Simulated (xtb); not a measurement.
hydrogen bromide (HBr), singlet, at a GFN2-xTB geometry. Base run: GFN2-xTB (xtb 6.7.1).

xtb was given this input:
```
$ xtb mol.xyz --gfn 2 --json

# file mol.xyz
2

Br    -0.00000000    -0.00000000    -0.03893503
H      0.00000000     0.00000000     1.36272591
```

Variants of this job, named by their change:

```
change           ΔE vs base (kJ/mol)  HOMO-LUMO gap (eV)  dipole (D)  G_solv (kcal/mol)  SCF cycles
---------------  -------------------  ------------------  ----------  -----------------  ----------
base                            0.00                7.07        2.56                  -           9
alpb = methanol                    …                   …           …                  …           9
etemp = 5000                   -0.06                7.07        2.56                  -           9
gbsa = toluene                -11.06                7.20        2.58              -2.87           9
alpb = ch2cl2                  -9.22                7.21        2.58              -2.46           9
acc = 0.1                       0.00                7.07        2.56                  -          10
```

Complete the blanks.


- alpb = methanol, ΔE vs base (kJ/mol): -20.06
- alpb = methanol, HOMO-LUMO gap (eV): 7.38
- alpb = methanol, dipole (D): 2.60
- alpb = methanol, G_solv (kcal/mol): -6.01

ALPB and GBSA are two models with their own fitted parameters for each solvent, which aren't always the measured dielectric constant.
